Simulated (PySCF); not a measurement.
Compound: C4H6SSi.
SMILES with atom numbers: `[SiH3:1][c:2]1[cH:3][cH:4][cH:5][s:6]1` (hydrogens: H7, H8, H9 on Si1; H10 on C3; H11 on C4; H12 on C5)

Computed with LC-wPBE/6-31G* geometry optimisation, gas phase in PySCF.

(1) What internal coordinates does the optimisation give?

Results:

(1) 
```csv
bond,length (pm),order
Si1–C2,186.2,single
C2–C3,136.9,aromatic
C3–C4,142.3,aromatic
C4–C5,135.9,aromatic
C5–S6,170.6,aromatic
C2–S6,171.8,aromatic
"Si1–H7, Si1–H8, Si1–H9",148.5,single
C3–H10,108.5,single
C4–H11,108.4,single
C5–H12,108.2,single
```

Bonds in one row agree within 1 pm and their mean is given. Orders are formal, as drawn. A selection of angles:
```csv
angle,degrees
C2–Si1–H7,111.6
C2–Si1–H9,107.4
H7–Si1–H8,108.2
H7–Si1–H9,109.1
Si1–C2–C3,126.2
Si1–C2–S6,123.9
C3–C2–S6,109.9
C2–C3–C4,113.6
C2–C3–H10,122.9
C4–C3–H10,123.5
C3–C4–C5,112.0
C3–C4–H11,124.3
C5–C4–H11,123.8
C4–C5–S6,111.7
C4–C5–H12,127.8
S6–C5–H12,120.5
C2–S6–C5,92.8
```

The 6 heavy atoms lie in one plane (0.003 Å rms). The 3 C–C bonds span 1.359 Å (C4–C5, aromatic) to 1.423 Å (C3–C4, aromatic), a spread of 0.064 Å. The 5-membered ring C2–C3–C4–C5–S6 has internal angles of 92.8° to 113.6° (sum 540°, against 540° for a flat polygon); it is planar, 0.00 Å rms from its mean plane, widest ring torsion 0°. Si1 (SiH3 silicon) is tetrahedral (angles from 107.4° to 111.6°).

Point group: near Cs, missed by 0.34 Å at most; the miss may be what the optimiser left on a soft mode. Whether it is a minimum is left open (no frequencies).
